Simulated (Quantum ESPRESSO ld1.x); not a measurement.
Q: Radial electron density D(r) = 4 pi r^2 rho(r) of an atom or ion with 18 electrons. All-electron calculation, scalar-relativistic Kohn-Sham, LDA (Slater exchange, Perdew-Zunger correlation), spin-polarised, spherical densities, point nucleus. Program: ld1.x of Quantum ESPRESSO 7.5.

```
   r/bohr * D(r) (the largest magnitude, 22.8, reaches the edge; | marks zero)
 0.004813 |  *
 0.005427 |  *
 0.006118 |   *
 0.006844 |    *
 0.007716 |     *
   0.0087 |       *
 0.009809 |        *
  0.01106 |          *
  0.01247 |             *
  0.01406 |               *
  0.01585 |                  *
  0.01787 |                      *
  0.02015 |                          *
  0.02272 |                              *
  0.02562 |                                  *
  0.02888 |                                      *
  0.03257 |                                          *
  0.03672 |                                              *
   0.0414 |                                                 *
  0.04631 |                                                   *
  0.05221 |                                                    *
  0.05887 |                                                     *
  0.06637 |                                                   *
  0.07484 |                                                 *
  0.08438 |                                              *
  0.09514 |                                           *
   0.1073 |                                        *
   0.1209 |                                      *
   0.1364 |                                     *
   0.1537 |                                       *
   0.1734 |                                          *
   0.1955 |                                              *
   0.2204 |                                                  *
   0.2485 |                                                     *
   0.2801 |                                                      *
   0.3133 |                                                    *
   0.3533 |                                               *
   0.3983 |                                       *
   0.4491 |                               *
   0.5064 |                       *
    0.571 |                *
   0.6438 |             *
   0.7258 |            *
   0.8184 |             *
   0.9227 |              *
     1.04 |               *
    1.173 |               *
    1.323 |              *
    1.491 |           *
    1.681 |        *
    1.896 |      *
     2.12 |   *
    2.391 |  *
    2.695 |*
    3.039 |*
    3.427 *
    3.863 *
    4.356 *
    4.911 *
```

What is the nuclear charge?

A: Z = 19. The innermost maximum, from 1s, lies near gamma/Z bohr with gamma = sqrt(1 - (Z/c)^2) = 0.990, here 0.0521 bohr (found: 0.0557), and its height grows with Z. The density is that of the potassium ion K+ in [Ar]; the configuration itself is not fixed sharply by these data, and Z only to about a unit. D(r) has 3 maxima, at r = 0.0557, 0.271, 1.10 bohr, and minima at 0.131, 0.726 bohr, inside which lie 2.16, 10.37 electrons.
